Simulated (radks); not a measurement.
Initial-state core-level shifts of the tungsten ion W3+ when its valence configuration changes from [Xe] 4f14 5d3. All-electron calculation, Dirac Kohn-Sham, PBE, spin-unpolarised, spherical densities, finite nucleus; open shells fill j = l - 1/2 first; Fermi nuclear charge, rms radius 5.3658 fm. Program: a radial shooting solver on a logarithmic mesh with Libxc functionals. Shifts are changes of the shell-averaged eigenvalues in eV (positive: less bound); the change of the density at the nucleus, which sets a Mossbauer isomer shift, is in e/bohr^3, on a base of 1.424e+06.

valence,3s,3d,5s,5p,density at nucleus
4f13.5 5d3 6p0.5,-8.420,-8.352,-4.593,-3.955,+51.0
4f13 5d3 6p1,-17.162,-17.024,-9.235,-7.949,+104.9
4f13 5d3 6s1,-16.072,-15.934,-8.167,-6.911,+240.5
4f14 5d2.5 6s0.5,-1.851,-1.861,-1.755,-1.624,+73.1
4f14 5d2 6s1,-3.752,-3.773,-3.543,-3.274,+150.5
4f13 5d3.5 6p0.5,-14.634,-14.484,-6.868,-5.737,+93.5
4f12 5d4 6s1,-29.159,-28.847,-12.717,-10.471,+336.3
4f13.5 5d3 6s0.5,-7.869,-7.801,-4.050,-3.427,+115.5
4f14 5d2 6p1,-4.855,-4.876,-4.627,-4.322,+21.0
